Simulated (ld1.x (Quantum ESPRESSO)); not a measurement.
## Reading a pseudo-wave (Fe)

Columns: radius, all-electron u(r) and pseudo u(r) of the 4p shell (level -24.13 eV) of iron in the configuration [Ne] 3s2 3p6 3d5 4s0 4p0; PBE, scalar-relativistic, PAW scheme, ld1.x (Quantum ESPRESSO) 7.5.

| r (bohr) | all-electron | pseudo |
| --- | --- | --- |
| 0.085 | 0.1626 | -0.0359 |
| 0.170 | 0.1921 | -0.1353 |
| 0.255 | 0.0663 | -0.2747 |
| 0.340 | -0.0982 | -0.4223 |
| 0.425 | -0.2334 | -0.5451 |
| 0.510 | -0.3160 | -0.6174 |
| 0.595 | -0.3448 | -0.6260 |
| 0.680 | -0.3287 | -0.5720 |
| 0.765 | -0.2795 | -0.4688 |
| 0.850 | -0.2079 | -0.3368 |
| 0.935 | -0.1230 | -0.1969 |
| 1.020 | -0.0316 | -0.0650 |
| 1.105 | 0.0613 | 0.0509 |
| 1.190 | 0.1521 | 0.1505 |
| 1.275 | 0.2383 | 0.2383 |
| 1.360 | 0.3183 | 0.3183 |
| 1.445 | 0.3910 | 0.3910 |
| 1.530 | 0.4558 | 0.4558 |
| 1.615 | 0.5127 | 0.5127 |
| 1.700 | 0.5615 | 0.5615 |
| 1.785 | 0.6025 | 0.6025 |
| 1.870 | 0.6360 | 0.6360 |
| 1.955 | 0.6624 | 0.6624 |
| 2.040 | 0.6822 | 0.6822 |
| 2.125 | 0.6959 | 0.6959 |
| 2.210 | 0.7040 | 0.7040 |

Problem. How many radial nodes do the two functions have?

Solution. The all-electron 4p function has n − l − 1 = 2; the pseudo-wave has 1, since 1 lower shell of the same l stays in the valence.

Problem. At about which radius was the pseudo-wave matched?

Solution. 1.35 bohr, where the columns begin to agree (steps of 0.09 bohr).

Problem. Is the pseudo-wave norm-conserving?

Solution. No, it belongs to a PAW set: the norm inside the radius is not constrained, and the difference is carried by the augmentation charge.
